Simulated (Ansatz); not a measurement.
Molecular dynamics of CH4O2Si

Input file:

```yaml
crystal:
  periodic: [false, false, false]
  atoms:
    - { symbol: O, position_ang: [-1.343554, 1.168637, -0.141946] }
    - { symbol: Si, position_ang: [0.352371, 0.670791, 0.409857] }
    - { symbol: C, position_ang: [0.632366, -1.145673, 0.373867] }
    - { symbol: O, position_ang: [0.980136, -0.348192, -0.789122] }
    - { symbol: H, position_ang: [-1.516054, 1.0382, -1.091457] }
    - { symbol: H, position_ang: [-0.389227, 2.073125, 0.15642] }
    - { symbol: H, position_ang: [-0.20776, -1.838384, 0.211433] }
    - { symbol: H, position_ang: [1.491723, -1.618503, 0.870959] }
basis:
  gaussian: { orbitals: def2-SVP }
hamiltonian:
  xc: pbe0
  dispersion: d4
md:
  timestep: 0.5
  n_steps: 200
  ensemble: nve
  temperature: 100.0
  initial_velocities: maxwell_boltzmann
  seed: 3807
```

Command:

```bash
$ ansatz run input.yaml --threads 1 --pin off --max-ram 2048MiB --backend cpu --events-out ev --progress --plain --runs-dir out
```

It starts at the highest image of a converged band. Of that band: Neighbouring images differ by up to 1.3 eV, so the band resolves the path poorly. A vibrational analysis at the climbing image gives one clearly imaginary mode, 1491i cm⁻¹: a first-order saddle point.

Output, in part (step lines, the closing report, with atoms numbered from 0):

```
md step     0: t =     0.00 fs  T =   100.0 K  F+E_penalty+E_count = -13055.82624534 eV  E_kin = 0.077556 eV  conserved = -13055.74868934 eV  (26 SCF iters)
md step     1: t =     0.50 fs  T =    98.4 K  F+E_penalty+E_count = -13055.82500830 eV  E_kin = 0.076340 eV  conserved = -13055.74866878 eV  (28 SCF iters)
md step     2: t =     1.00 fs  T =    93.8 K  F+E_penalty+E_count = -13055.82132999 eV  E_kin = 0.072730 eV  conserved = -13055.74859951 eV  (28 SCF iters)
md step     3: t =     1.50 fs  T =    87.4 K  F+E_penalty+E_count = -13055.81630479 eV  E_kin = 0.067801 eV  conserved = -13055.74850381 eV  (25 SCF iters)
md step     4: t =     2.00 fs  T =    81.2 K  F+E_penalty+E_count = -13055.81142695 eV  E_kin = 0.063010 eV  conserved = -13055.74841704 eV  (25 SCF iters)
md step     5: t =     2.50 fs  T =    76.9 K  F+E_penalty+E_count = -13055.80804389 eV  E_kin = 0.059671 eV  conserved = -13055.74837270 eV  (25 SCF iters)
md step     6: t =     3.00 fs  T =    75.4 K  F+E_penalty+E_count = -13055.80684585 eV  E_kin = 0.058460 eV  conserved = -13055.74838540 eV  (24 SCF iters)
md step     7: t =     3.50 fs  T =    76.3 K  F+E_penalty+E_count = -13055.80764193 eV  E_kin = 0.059198 eV  conserved = -13055.74844350 eV  (25 SCF iters)
[... lines left out ...]
Total energy: -13056.41530996 eV, -479.8144126850 hartree
Atom 0 at    -2.393054     1.076280    -0.738962 Å, force     3.522398     0.169455    -1.483154 eV/Å
Atom 1 at     1.427893     0.485608     0.739721 Å, force    -0.509103    -0.895686     0.156279 eV/Å
Atom 2 at     0.130543    -0.912520     0.343904 Å, force     1.277043     1.159959     0.094733 eV/Å
Atom 3 at     0.735309    -0.060517    -0.682046 Å, force    -0.616635     0.034750    -0.296443 eV/Å
Atom 4 at    -1.538509     1.284715    -1.290875 Å, force    -2.600975     0.077262     1.002545 eV/Å
Atom 5 at    -1.931295     0.331848    -0.322005 Å, force    -0.912185    -0.204891     0.349407 eV/Å
Atom 6 at    -0.919607    -0.716532     0.534089 Å, force    -0.448148     0.105084     0.053250 eV/Å
Atom 7 at     0.324952    -1.964262     0.168803 Å, force     0.287606    -0.445932     0.123382 eV/Å
Dipole moment:     0.545446    -0.183789     0.274639 e Å
```

The steps, from the saved trajectory:

```json
{"time (fs)": "0.0", "T (K)": "100", "potential energy less start (eV)": "0.000", "conserved less start (meV/atom)": "0.00"}
{"time (fs)": "3.0", "T (K)": "75", "potential energy less start (eV)": "0.019", "conserved less start (meV/atom)": "0.04"}
{"time (fs)": "6.0", "T (K)": "83", "potential energy less start (eV)": "0.013", "conserved less start (meV/atom)": "0.03"}
{"time (fs)": "9.0", "T (K)": "195", "potential energy less start (eV)": "-0.073", "conserved less start (meV/atom)": "0.09"}
{"time (fs)": "12.0", "T (K)": "659", "potential energy less start (eV)": "-0.435", "conserved less start (meV/atom)": "-0.15"}
{"time (fs)": "15.0", "T (K)": "1012", "potential energy less start (eV)": "-0.708", "conserved less start (meV/atom)": "-0.14"}
{"time (fs)": "18.0", "T (K)": "936", "potential energy less start (eV)": "-0.648", "conserved less start (meV/atom)": "0.08"}
{"time (fs)": "21.0", "T (K)": "1317", "potential energy less start (eV)": "-0.946", "conserved less start (meV/atom)": "-0.31"}
{"time (fs)": "24.0", "T (K)": "1411", "potential energy less start (eV)": "-1.015", "conserved less start (meV/atom)": "0.16"}
{"time (fs)": "27.0", "T (K)": "1352", "potential energy less start (eV)": "-0.971", "conserved less start (meV/atom)": "0.05"}
{"time (fs)": "30.0", "T (K)": "1503", "potential energy less start (eV)": "-1.091", "conserved less start (meV/atom)": "-0.34"}
{"time (fs)": "33.0", "T (K)": "1525", "potential energy less start (eV)": "-1.106", "conserved less start (meV/atom)": "-0.12"}
{"time (fs)": "36.0", "T (K)": "1296", "potential energy less start (eV)": "-0.927", "conserved less start (meV/atom)": "0.07"}
{"time (fs)": "39.0", "T (K)": "1359", "potential energy less start (eV)": "-0.980", "conserved less start (meV/atom)": "-0.38"}
{"time (fs)": "42.0", "T (K)": "1366", "potential energy less start (eV)": "-0.983", "conserved less start (meV/atom)": "-0.11"}
{"time (fs)": "45.0", "T (K)": "1331", "potential energy less start (eV)": "-0.954", "conserved less start (meV/atom)": "0.07"}
{"time (fs)": "48.0", "T (K)": "1474", "potential energy less start (eV)": "-1.070", "conserved less start (meV/atom)": "-0.48"}
{"time (fs)": "51.0", "T (K)": "1388", "potential energy less start (eV)": "-1.001", "conserved less start (meV/atom)": "-0.27"}
{"time (fs)": "54.0", "T (K)": "1232", "potential energy less start (eV)": "-0.877", "conserved less start (meV/atom)": "0.05"}
{"time (fs)": "57.0", "T (K)": "1361", "potential energy less start (eV)": "-0.982", "conserved less start (meV/atom)": "-0.52"}
{"time (fs)": "60.0", "T (K)": "1211", "potential energy less start (eV)": "-0.864", "conserved less start (meV/atom)": "-0.21"}
{"time (fs)": "63.0", "T (K)": "1160", "potential energy less start (eV)": "-0.822", "conserved less start (meV/atom)": "0.06"}
{"time (fs)": "66.0", "T (K)": "1294", "potential energy less start (eV)": "-0.930", "conserved less start (meV/atom)": "-0.57"}
{"time (fs)": "69.0", "T (K)": "1145", "potential energy less start (eV)": "-0.813", "conserved less start (meV/atom)": "-0.39"}
{"time (fs)": "72.0", "T (K)": "995", "potential energy less start (eV)": "-0.694", "conserved less start (meV/atom)": "0.09"}
{"time (fs)": "75.0", "T (K)": "1227", "potential energy less start (eV)": "-0.878", "conserved less start (meV/atom)": "-0.46"}
{"time (fs)": "78.0", "T (K)": "1065", "potential energy less start (eV)": "-0.750", "conserved less start (meV/atom)": "-0.21"}
{"time (fs)": "81.0", "T (K)": "946", "potential energy less start (eV)": "-0.655", "conserved less start (meV/atom)": "0.08"}
{"time (fs)": "84.0", "T (K)": "1119", "potential energy less start (eV)": "-0.793", "conserved less start (meV/atom)": "-0.30"}
{"time (fs)": "87.0", "T (K)": "1049", "potential energy less start (eV)": "-0.738", "conserved less start (meV/atom)": "-0.24"}
{"time (fs)": "90.0", "T (K)": "824", "potential energy less start (eV)": "-0.561", "conserved less start (meV/atom)": "0.07"}
{"time (fs)": "93.0", "T (K)": "947", "potential energy less start (eV)": "-0.657", "conserved less start (meV/atom)": "-0.07"}
{"time (fs)": "96.0", "T (K)": "976", "potential energy less start (eV)": "-0.681", "conserved less start (meV/atom)": "-0.22"}
{"time (fs)": "99.0", "T (K)": "804", "potential energy less start (eV)": "-0.545", "conserved less start (meV/atom)": "0.04"}
```

All steps were run. The conserved energy stayed within 0.63 meV per atom of its start (net change -0.17 meV per atom), so the integration is sound. The system heated up, since it started high on the potential surface and ran downhill. A run of 0.1 ps of so small a system gives no equilibrium averages. The orbitals stay closed-shell, which can raise the energy where a bond breaks towards radicals; this wasn't checked here.

The step under study would form O1–H6 and break Si2–H6. These pairs go: O1–H6 1.35 → 0.97 Å, Si2–H6 1.61 → 3.53 Å. In the last frame they stand as after the step (other bonds may differ from the relaxed reactants and products). Also parted: O1–Si2 1.85 → 4.14 Å. It ends as CH2OSi + H2O. Pairs count as bonded within 1.25 times the sum of covalent radii (0.12 Å more for H–H).

Last frame:

```xyz
8
Properties=species:S:1:pos:R:3
O -2.393 1.076 -0.739
Si 1.428 0.486 0.740
C 0.131 -0.912 0.344
O 0.735 -0.060 -0.682
H -1.538 1.285 -1.291
H -1.931 0.332 -0.322
H -0.920 -0.717 0.534
H 0.325 -1.964 0.169
```

Time of the run: 5.7 min on 1 thread of Intel(R) Xeon(R) Platinum 8488C (Sapphire Rapids) (shared host), peak memory 0.25 GiB.
